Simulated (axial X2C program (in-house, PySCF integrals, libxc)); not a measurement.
## Low determinants of SnB⁺ at the PBE0 level, two-component

Calculated with an axial X2C code built on PySCF integrals. Two-component (2c) means X2C with spin–orbit coupling and atomic mean-field two-electron Coulomb and Gaunt terms. Basis: Sn dyall-cv3z [11s12p9d4f1g], B dyall-v3z [7s6p2d1f] (cores contracted in-house); Gaussian nuclei, density fitting, unrestricted open shells. Masses: Sn 119.902 u, B 11.009 u.

Search at 2.377 Å (vertical energies from the lowest determinant):

| ΔE (eV) | state | electrons beyond evenly filled partner blocks | electrons in ±ω = 1/2, 3/2, 5/2, 7/2 |
| --- | --- | --- | --- |
| 0.00 | Ω = 2 | ω = 1/2, ω = 3/2 | 35 15 4 0 |
| 0.01 | Ω = 1 | 2 × ω = 1/2 | 36 14 4 0 |
| 0.17 | Ω = 1 | ω = -1/2, ω = 3/2 | 35 15 4 0 |
| 0.30 | Ω = 0 | none | 36 14 4 0 |
| 1.18 | Ω = 0 | none | 34 16 4 0 |
| 2.40 | Ω = 3 | 2 × ω = 3/2 | 34 16 4 0 |
| 3.45 | Ω = 3 | 3 × ω = 1/2, ω = 3/2 | 35 15 4 0 |

Lowest determinant, Ω = 2 (⟨Sz⟩ = 0.99, ⟨Lz⟩ = 1.01 at PBE0): Re = 2.368 Å, ωe = 422.0 cm⁻¹.

The determinant in row 2 of the search, Ω = 1 (⟨Sz⟩ = 0.00, ⟨Lz⟩ = 1.00 at PBE0), was followed along the bond at PBE0; measured from the minimum of the lowest determinant it gives:

Te = 0.006 eV (52 cm⁻¹), Re = 2.404 Å, ωe = 389.1 cm⁻¹.

Compare the bond of the determinant in row 2 with that of the lowest one.

At PBE0 its Re is 0.036 Å longer and its force constant, which goes as ωe², is 0.85 times that of the lowest determinant. This determinant mixes spin states, so it has no term energy of its own.

The search compares states at one distance, so a state with another bond length can lie lower; it is not exhaustive and yields mostly the lowest determinant of each block pattern, so other components and higher states of one pattern are missing. These are energies of single determinants, not of spin-adapted states; PBE0 term energies can be off by some tenths of an eV, and the functional has no current term. Open-shell Ω = 0 determinants with evenly filled partner blocks cannot be reached by this program, so the Ω shown need not be the lowest component. The lowest determinant need not be the ground state where others lie within half an eV.
